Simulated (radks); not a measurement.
The tellurium ion Te+ inside a hard spherical wall (all orbitals vanish at R), configuration held at [Kr] 4d10 5s2 5p3 and not refilled when levels cross. Calculated with a radial shooting solver on a logarithmic mesh with Libxc functionals: scalar-relativistic Kohn-Sham, r2SCAN, spin-polarised, spherical densities, finite nucleus; open shells are filled with parallel spins first (spin-orbit coupling, left out, can overturn this in heavy ions); meta-GGA in the generalised Kohn-Sham scheme; Fermi nuclear charge, rms radius 4.7423 fm. Eigenvalues in eV for spin up, with the zero of energy where the potential of the charges vanishes at infinity; a dash marks a level that is unbound or too diffuse for the functional's potential to be trusted. A positive occupied level is held by the wall or, in an anion where self-interaction has pushed it up, behind a barrier. The pressure on the wall is -dE/dV.

| R (bohr) | E (hartree) | kinetic (hartree) | e(4p) | e(4d) | e(5s) | e(5p) | e(6s, empty) | e(5d, empty) | pressure (GPa) |
|---|---|---|---|---|---|---|---|---|---|
| free | -6794.90454 | 7119.347 | -126.35 | -51.657 | -25.072 | -14.984 | - | - | 0 |
| 15 | -6794.90454 | 7119.347 | -126.35 | -51.657 | -25.072 | -14.984 | - | -3.480 | < 0.0001 |
| 10 | -6794.90454 | 7119.347 | -126.35 | -51.656 | -25.072 | -14.984 | -3.964 | -3.412 | 0.000229 |
| 7 | -6794.90309 | 7119.364 | -126.28 | -51.587 | -25.022 | -14.927 | -2.325 | -2.840 | 0.128 |
| 6 | -6794.89565 | 7119.433 | -126.04 | -51.347 | -24.851 | -14.721 | -0.098 | -2.001 | 1.04 |
| 5 | -6794.85239 | 7119.752 | -125.11 | -50.447 | -24.197 | -13.867 | 5.548 | 0.252 | 8.53 |
| 4 | -6794.60736 | 7121.130 | -122.10 | -47.568 | -21.777 | -10.559 | 21.246 | 6.835 | 76.1 |
| 3 | -6793.14353 | 7127.471 | -113.29 | -39.240 | -11.587 | 2.973 | 70.815 | 28.731 | 855 |
| 2 | -6780.99872 | 7172.124 | -80.787 | -6.594 | 53.015 | 80.183 | 280.76 | 127.50 | 19400 |
